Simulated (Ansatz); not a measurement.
Geometry optimisation, RKS LDA/def2-SVP in Ansatz 0.2.0.

Input file:

```yaml
crystal:
  periodic: [false, false, false]
  atoms:
    - { symbol: Si, position_ang: [0.0, 0.0, 0.0] }
    - { symbol: "N", position_ang: [0.0, 0.0, 2.17] }
    - { symbol: H, position_ang: [-0.877, -0.2713, 2.7] }
    - { symbol: H, position_ang: [0.877, 0.2713, 2.7] }
    - { symbol: H, position_ang: [1.3768, 0.0, -0.4862] }
    - { symbol: O, position_ang: [-0.7913, 1.3709, -0.5594] }
    - { symbol: H, position_ang: [-1.7491, 1.1401, -0.7818] }
    - { symbol: H, position_ang: [-0.6877, -1.1914, -0.4862] }
    - { symbol: Br, position_ang: [1.3622, -2.0686, 0.823] }
    - { symbol: H, position_ang: [0.6836, -1.0381, 2.0054] }
basis:
  gaussian: { orbitals: def2-SVP }
hamiltonian:
  xc: lda
relax:
  f_tol: 0.15
  max_steps: 25
  restrain:
    - { distance: [0, 8], at: 3.51, k: 30.0 }
    - { distance: [9, 1], at: 2.26, k: 30.0 }
    - { distance: [0, 1], at: 1.82, k: 30.0 }
    - { distance: [9, 8], at: 1.55, k: 30.0 }
```

Run as:

```bash
$ ansatz run input.yaml --threads 4 --pin off --max-ram 5120MiB --backend cpu --events-out ev --progress --plain --runs-dir out
```

Question: Where does it end, and by what steps?

Answer: The forces met the threshold. The restraints hold the end off the free minimum. After 9 steps the energy has fallen by 1.395 eV (the restraints' own energy left out); H10 moved furthest, 0.86 Å. Parted: Si1–Br9 (2.61 → 3.52 Å).

```json
{"step": "0", "energy less start (eV)": "0.0000", "largest force component (eV/Å)": "2.028", "accepted": "yes"}
{"step": "1", "energy less start (eV)": "-0.1168", "largest force component (eV/Å)": "2.067", "accepted": "yes"}
{"step": "2", "energy less start (eV)": "-0.0476", "largest force component (eV/Å)": "3.815", "accepted": "yes"}
{"step": "3", "energy less start (eV)": "-0.4902", "largest force component (eV/Å)": "3.337", "accepted": "yes"}
{"step": "4", "energy less start (eV)": "-1.1424", "largest force component (eV/Å)": "1.129", "accepted": "yes"}
{"step": "5", "energy less start (eV)": "-1.2935", "largest force component (eV/Å)": "1.055", "accepted": "yes"}
{"step": "6", "energy less start (eV)": "-1.3728", "largest force component (eV/Å)": "1.150", "accepted": "yes"}
{"step": "7", "energy less start (eV)": "-1.3712", "largest force component (eV/Å)": "1.221", "accepted": "yes"}
{"step": "8", "energy less start (eV)": "-1.3862", "largest force component (eV/Å)": "1.010", "accepted": "yes"}
{"step": "9", "energy less start (eV)": "-1.3946", "largest force component (eV/Å)": "1.023", "accepted": "yes"}
```

```xyz
10
Properties=species:S:1:pos:R:3
Si -0.087 0.092 0.163
N -0.089 0.127 1.950
H -0.955 -0.070 2.463
H 0.469 0.845 2.422
H 1.348 0.168 -0.234
O -0.807 1.398 -0.576
H -1.777 1.383 -0.636
H -0.800 -1.180 -0.199
Br 1.779 -2.789 0.922
H 1.113 -1.761 1.810
```

Run time: 8.7 s on 4 threads of Arm Neoverse V2 (shared host), peak memory 0.15 GiB.
